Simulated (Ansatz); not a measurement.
Reaction (redistribution): `[CH3][Mo]([NH2])(=[O])=[S]` + `OB(S)Cl` → `[NH2][Mo](=[O])(=[S])[Cl]` + `CB(O)S`

Isolated molecules relaxed with PBE0-D4/def2-TZVP in Ansatz; ΔE leaves out vibrations. CCSD(T)/CBS is the MP2 limit (def2-TZVPP, def2-QZVPP) plus CCSD(T) − MP2 in def2-TZVPP, frozen cores. Functionals use def2-TZVPP. Elements past krypton have def2 core potentials. For Mo outer-core shells are correlated without core-valence functions, which leaves a few kJ/mol of doubt a bond. One conformer a species, not always the lowest.

CCSD(T)/CBS gives -55.1 kJ/mol.

Problem. Another level gave -48.8 kJ/mol. Which?
A. PBE0/def2-TZVPP
B. PBE-QIDH/def2-TZVPP
C. MP2/def2-TZVPP
D. HF/def2-TZVPP

Solution. D. HF/def2-TZVPP -48.8, PBE-QIDH -61.2, PBE0 -56.6, MP2/def2-TZVPP -71.3 kJ/mol.

Largest T1 diagnostic among the species: 0.025, so the coupled-cluster value is less sure than usual.

In def2-TZVPP, CCSD(T) changes the Hartree–Fock value by −3.6 kJ/mol (the triples alone add −4.4 kJ/mol) and MP2 by −22.6 kJ/mol. At CCSD(T), def2-SVP lies +5.9 kJ/mol from the extrapolated value and def2-TZVPP +2.7 kJ/mol.
